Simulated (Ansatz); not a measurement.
Reaction (formal exchange of groups at the Si–N bond): `O[SiH2]N[Si](O)(F)F` + BH₃ → `B[SiH2]O` + `N[Si](O)(F)F`

Isolated molecules relaxed with PBE0-D4/def2-TZVP in Ansatz; ΔE leaves out vibrations. CCSD(T)/CBS adds triple-zeta CCSD(T) − MP2 to the extrapolated MP2 energy (def2 sets, frozen cores). This one scheme is used for every species. Functionals use def2-TZVPP. B3LYP here is the variant with VWN-RPA as its local correlation; programs differ in this. Each species was taken in one conformer, which may not be the lowest.

| level | ΔE (kJ/mol) | difference from CCSD(T)/CBS |
| --- | --- | --- |
| PBE-D4 | 80.9 | -18.4 |
| r2SCAN-D4 | 93.6 | -5.7 |
| PBE0-D4 | 88.4 | -10.9 |
| B3LYP-D4 | 100.1 | 0.8 |
| ωB97X-V | 96.7 | -2.6 |
| ωB97M-V | 101.9 | 2.6 |
| B2PLYP | 97.9 | -1.4 |
| PBE | 73.8 | -25.5 |
| r2SCAN | 91.6 | -7.7 |
| PBE0 | 82.1 | -17.2 |
| B3LYP | 88.9 | -10.4 |
| HF/def2-TZVPP | 105.6 | 6.3 |
| MP2/def2-TZVPP | 108.8 | 9.5 |
| SCS-MP2/def2-TZVPP | 107.4 | 8.1 |
| CCSD/def2-TZVPP | 99.7 | 0.4 |
| CCSD(T)/def2-TZVPP | 100.1 | 0.8 |
| HF/def2-QZVPP | 106.4 | 7.1 |
| MP2/def2-QZVPP | 108.6 | 9.3 |
| SCS-MP2/def2-QZVPP | 107.1 | 7.8 |
| HF/CBS(def2) | 106.5 | 7.2 |
| MP2/CBS(def2) | 108.0 | 8.7 |
| CCSD/CBS(def2) | 98.9 | -0.4 |
| CCSD(T)/CBS | 99.3 | 0 |

Largest T1 diagnostic among the species: 0.012.

From PBE to PBE0 (25 % exact exchange), in def2-TZVPP and without D4, ΔE moves by +8.3 kJ/mol. The D4 term adds +11.2 kJ/mol with B3LYP and +6.3 kJ/mol with PBE0; it sums over pairs of atoms, weighted by their polarisabilities, and B3LYP, whose exchange is more repulsive, gets the larger term.
